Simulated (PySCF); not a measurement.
silole (C4H6Si), singlet, at a GFN2-xTB geometry, with bond 8-3 at 1.3 times its length; HF/STO-3G in PySCF.

Here is a job for PySCF.
```python
from pyscf import gto, scf

mol = gto.M(
    atom='''
C    -1.20638586    0.78574789   -0.41109095
C     0.02710569    1.29088450   -0.29376265
Si    1.21355663   -0.07286224    0.24738050
C    -0.23813991   -1.27821395    0.25074385
C    -1.35277056   -0.63209551   -0.11058672
H    -2.07420278    1.35899959   -0.70866783
H     0.24603893    2.32689193   -0.49207049
H     1.96235581    0.21550643    1.97272846
H     2.23200545   -0.39041535   -0.75478595
H    -0.23451069   -2.32758409    0.49442049
H    -2.32753594   -1.09471811   -0.18861565
''',
    basis='sto-3g',
    verbose=4,
)

mf = scf.RHF(mol)
mf.diis_space = 4
mf.kernel()
```

Output, abridged:

```
PySCF version 2.14.0

[INPUT] verbose = 4
[INPUT] num. atoms = 11
[INPUT] num. electrons = 44
[INPUT] charge = 0
[INPUT] spin (= nelec alpha-beta = 2S) = 0
[INPUT] symmetry False subgroup None
[INPUT] Mole.unit = angstrom
[INPUT] Symbol           X                Y                Z      unit          X                Y                Z       unit  Magmom
[INPUT]  1 C     -1.206385860000   0.785747890000  -0.411090950000 AA   -2.279738875948   1.484848315055  -0.776849307787 Bohr   0.0
[INPUT]  2 C      0.027105690000   1.290884500000  -0.293762650000 AA    0.051222330517   2.439418163446  -0.555130954126 Bohr   0.0
[INPUT]  3 Si     1.213556630000  -0.072862240000   0.247380500000 AA    2.293289667350  -0.137689678422   0.467481393558 Bohr   0.0
[INPUT]  4 C     -0.238139910000  -1.278213950000   0.250743850000 AA   -0.450019209229  -2.415474294098   0.473837203919 Bohr   0.0
[INPUT]  5 C     -1.352770560000  -0.632095510000  -0.110586720000 AA   -2.556365867775  -1.194487398467  -0.208978613814 Bohr   0.0
[INPUT]  6 H     -2.074202780000   1.358999590000  -0.708667830000 AA   -3.919675181011   2.568137028496  -1.339188111990 Bohr   0.0
[INPUT]  7 H      0.246038930000   2.326891930000  -0.492070490000 AA    0.464946193681   4.397188469161  -0.929878460081 Bohr   0.0
[INPUT]  8 H      1.962355810000   0.215506430000   1.972728460000 AA    3.708315039849   0.407248130783   3.727916507535 Bohr   0.0
[INPUT]  9 H      2.232005450000  -0.390415350000  -0.754785950000 AA    4.217879009037  -0.737778086326  -1.426338728170 Bohr   0.0
[INPUT] 10 H     -0.234510690000  -2.327584090000   0.494420490000 AA   -0.443160977383  -4.398496461995   0.934319316473 Bohr   0.0
[INPUT] 11 H     -2.327535940000  -1.094718110000  -0.188615650000 AA   -4.398405471682  -2.068717411501  -0.356431921307 Bohr   0.0

nuclear repulsion = 199.820735772577
number of shells = 23
number of NR pGTOs = 105
number of NR cGTOs = 35
basis = sto-3g
ecp = {}

******** <class 'pyscf.scf.hf.RHF'> ********
method = RHF
initial guess = minao
damping factor = 0
level_shift factor = 0
DIIS = <class 'pyscf.scf.diis.CDIIS'>
diis_start_cycle = 1
diis_space = 4
diis_damp = 0
SCF conv_tol = 1e-09
SCF conv_tol_grad = None
SCF max_cycles = 50
direct_scf = True
direct_scf_tol = 1e-13
Set gradient conv threshold to 3.16228e-05
Initial guess from minao.
init E= -439.458896175595
  HOMO = -0.17111641706875  LUMO = 0.0557926702639409  gap/eV = 6.17451
cycle= 1 E= -438.551739940444  delta_E= 0.907  |g|= 0.273  |ddm|= 4.23
  HOMO = -0.23078414896161  LUMO = 0.230954012824589  gap/eV = 12.56454
cycle= 2 E= -438.583771358402  delta_E= -0.032  |g|= 0.0904  |ddm|= 0.542
  HOMO = -0.24792819401272  LUMO = 0.223128160858161  gap/eV = 12.81810
cycle= 3 E= -438.58642900436  delta_E= -0.00266  |g|= 0.0419  |ddm|= 0.166
  HOMO = -0.247105982544632  LUMO = 0.224973808542173  gap/eV = 12.84595
cycle= 4 E= -438.587033457365  delta_E= -0.000604  |g|= 0.00441  |ddm|= 0.0632
  HOMO = -0.245347767369956  LUMO = 0.226541595045244  gap/eV = 12.84076
cycle= 5 E= -438.587042508964  delta_E= -9.05e-06  |g|= 0.00109  |ddm|= 0.00724
  HOMO = -0.245527105046394  LUMO = 0.226589678746827  gap/eV = 12.84695
cycle= 6 E= -438.587043529146  delta_E= -1.02e-06  |g|= 0.000399  |ddm|= 0.00268
  HOMO = -0.245480555430234  LUMO = 0.22667886563093  gap/eV = 12.84811
cycle= 7 E= -438.58704365321  delta_E= -1.24e-07  |g|= 6.52e-05  |ddm|= 0.00122
  HOMO = -0.24548727254264  LUMO = 0.226674851010781  gap/eV = 12.84819
cycle= 8 E= -438.587043655011  delta_E= -1.8e-09  |g|= 1.69e-05  |ddm|= 0.000143
  HOMO = -0.2454835957543  LUMO = 0.226674824773441  gap/eV = 12.84809
cycle= 9 E= -438.587043655197  delta_E= -1.85e-10  |g|= 1.14e-05  |ddm|= 3.67e-05
  HOMO = -0.245483289446247  LUMO = 0.226674611400131  gap/eV = 12.84807
Extra cycle  E= -438.587043655235  delta_E= -3.83e-11  |g|= 4.62e-06  |ddm|= 1.93e-05
converged SCF energy = -438.587043655235
```
